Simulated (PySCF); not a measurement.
These compounds are isomers of formula C7H8O3.

A. `C[C@@H](O)c1ccc(=O)oc1`
B. `CCc1ccc(C(=O)O)o1`
C. SMILES [C@@H]1(O)[C@H]([C@@H]2C(=O)OC=C2)C1

Spectrum 1. $^{13}$C{$^{1}$H} NMR (computed): δ 185.5 (C), 150.2 (CH), 119.6 (CH), 51.5 (CH), 40.7 (CH), 26.1 (CH), 13.2 (CH2).

Spectrum 2. $^{13}$C{$^{1}$H} NMR (computed): δ 168.7 (C), 162.9 (C), 148.8 (C), 130.7 (CH), 113.0 (CH), 25.6 (CH2), 11.2 (CH3).

Spectrum 3. $^{13}$C{$^{1}$H} NMR (computed): δ 163.9 (C), 155.6 (CH), 148.1 (CH), 129.7 (C), 124.0 (CH), 70.6 (CH), 27.9 (CH3).

A single conformation, no relativistic terms, gas phase, averaged over atoms made equivalent by symmetry, fast rotation or ring inversion. Geometry: GFN2-xTB; σ from GIAO-PBE0/pcSseg-1; PySCF 2.14.

Scale: $^{13}$C against TMS (reference shieldings calculated alike). Acid and N–H amide carbonyl carbons lie up to 10 ppm further downfield in solution (hydrogen bonding). Shifts are as computed. Against solution values, carbons near 30 ppm lie about +3 ppm off and those near 130 ppm about +5 ppm. Of 1211 compounds with measured shifts, 218 miss one by over three times the rms of a fit or turn the order of signals round; such compounds aren't used in these exercises.

Which spectrum belongs to which compound?

## Answers

1–C, 2–B, 3–A.

- Spectrum 1 (C): 7 $^{13}$C signals; δC 185.5 is an ester carbonyl carbon; δC 150.2 is an alkene carbon bearing oxygen.
- Spectrum 2 (B): 7 $^{13}$C signals; δC 162.9 is a carboxylic acid carbon; δC 130.7 is an aromatic CH.
- Spectrum 3 (A): 7 $^{13}$C signals; δC 70.6 is an sp3 CH bonded to O, on an unsaturated ring; δC 27.9 is a methyl carbon.
